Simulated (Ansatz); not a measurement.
A geometry relaxed with B3LYP-D3(BJ)/def2-TZVP (Ansatz, a program for electronic structure), charge 0, multiplicity 1:

```xyz
6

H      1.6825    -1.2067     0.3444
H     -1.5814     0.6663    -0.1936
Al     0.8287     0.0683    -0.0204
H      1.4447     1.4638    -0.4213
H     -1.4394    -0.9149     0.2680
N     -0.9351    -0.0768     0.0230
```

Task: Write the SMILES of this molecule.

Result: `[NH2][AlH2]`
